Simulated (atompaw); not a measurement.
# Logarithmic derivatives: zirconium (Zr), PAW (atompaw)

```json
{
 "Element": "zirconium (Zr)",
 "Generator": "atompaw 4.2.0.5",
 "Type": "PAW",
 "Functional": "LDA (PW92)",
 "Relativity": "scalar-relativistic",
 "Frozen core": "[Kr]",
 "Valence charge": "4",
 "Reference configuration": "4d2 5s1.5 5p0 (charge +0.5)",
 "Partial waves": "5s (bound): rc 3.00 bohr; 5s channel at 0.05 Ry: rc 3.00 bohr; 5p (bound, empty): rc 3.00 bohr; 5p channel at 0.1 Ry: rc 3.00 bohr; 4d (bound): rc 2.30 bohr; 4d channel at 0.2 Ry: rc 3.00 bohr",
 "Local potential": "bessel scheme, radius 2.60 bohr",
 "Core correction": "smooth core density matched at 1.65 bohr",
 "Augmentation charge": "sinc compensation charge, radius 2.35 bohr; PAW radius 3.00 bohr; waves and projectors: custom rrkj vanderbiltortho"
}
```

The phase is arctan(r·u′/u) with u = r·R(r), unwrapped; energies in Ry, scanned from -3 to 5 Ry. A pole is an energy at which the radial function vanishes at the test radius. The pseudo phase is shifted by a multiple of π to meet the all-electron one at the reference energy, and phase errors are pseudo minus all-electron; the curves can meet again beyond the range given. Levels narrower than the energy grid can be missing from the lists of poles.

```tsv
channel	radius (bohr)	reference energy (Ry)	poles, all-electron	poles, pseudo	unbroken range about the reference energy with phases within 0.05 rad	phase error 1 Ry above the reference energy (rad)
s	3.02	-0.54	1.40	1.35, 2.41	below 1.9	-0.000
p	3.02	-0.29	-2.57, 2.39	2.77	-2.2 to 3.2	+0.008
d	3.02	-0.50	-0.11, 4.27	-0.11	below 1.4	+0.000
```

Note: ghost state, extra bound levels that the all-electron valence spectrum of the same l lacks: p at -3.5 eV. A true bound ghost makes a file unfit for plane-wave use.

Phases in the s channel:

```tsv
E (Ry)	all-electron	pseudo
-3.00	1.341	1.337
-2.76	1.325	1.322
-2.52	1.306	1.304
-2.28	1.283	1.281
-2.04	1.254	1.252
-1.80	1.215	1.214
-1.56	1.161	1.160
-1.32	1.081	1.081
-1.08	0.951	0.951
-0.84	0.710	0.710
-0.60	0.227	0.226
-0.36	-0.480	-0.480
-0.12	-0.967	-0.968
0.12	-1.211	-1.211
0.36	-1.344	-1.344
0.60	-1.426	-1.427
0.84	-1.484	-1.485
1.08	-1.526	-1.529
1.32	-1.561	-1.566
1.56	-1.590	-1.601
1.80	-1.617	-1.642
2.04	-1.642	-1.736
2.28	-1.667	-4.593
2.52	-1.693	-4.749
2.76	-1.722	-4.793
3.00	-1.757	-4.826
3.24	-1.799	-4.859
3.48	-1.857	-4.897
3.72	-1.939	-4.944
3.96	-2.074	-5.010
4.20	-2.325	-5.112
4.44	-2.839	-5.302
4.68	-3.570	-5.723
4.92	-4.040	-6.548
```
